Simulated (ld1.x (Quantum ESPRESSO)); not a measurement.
## Plane-wave convergence, RRKJ potential for aluminium

ld1.x (Quantum ESPRESSO) 7.5 input, shortened:

```
&input
   title='Al', zed=13., rel=1, dft='PBE', iswitch=3,
   config='[Ne] 3s2 3p1 3d-2'
 /
 &inputp
   pseudotype=2, tm=.false., rho0=0.005, lloc=0,
   nlcc=.true., new_core_ps=.true., rcore=1.40
 /
3
3P  2  1   1.00   0.00  1.85  1.85  0.0
3D  3  2  -2.00   0.15  1.65  1.65  0.0
3S  1  0   2.00   0.00  1.40  1.40  0.0
 &test
   configts(1)='3s2 3p1'
 /
```

The pseudo-atom Hamiltonian at the reference potential is diagonalised in spherical Bessel functions j_l(qr) that vanish at 20 bohr, with q² up to the cutoff. All-electron valence levels (Ry): 3p -0.1993, 3s -0.5698.

Q: How do the lowest levels (Ry) of each channel move with the cutoff, and are there ghosts?

A:

```csv
cutoff (Ry),p #1,d #1,s #1,s #2,f #1,f #2,Σ f·Δε (mRy)
8,-0.1984,0.0454,-0.5303,-0.0193,0.1021,0.2242,80.0
15,-0.1985,0.0453,-0.5335,-0.0197,0.1021,0.2242,73.5
30,-0.1993,0.0452,-0.5617,-0.0225,0.1021,0.2242,16.3
45,-0.1993,0.0452,-0.5682,-0.0232,0.1021,0.2242,3.3
70,-0.1993,0.0452,-0.5693,-0.0233,0.1021,0.2242,1.0
100,-0.1993,0.0452,-0.5696,-0.0233,0.1021,0.2242,0.5
400,-0.1993,0.0452,-0.5698,-0.0233,0.1021,0.2242,0.0
```

Result: no extra level below or beside the all-electron valence levels (p, d, s, f tested); 10 mRy is reached at 35 Ry and 1 mRy at 80 Ry.
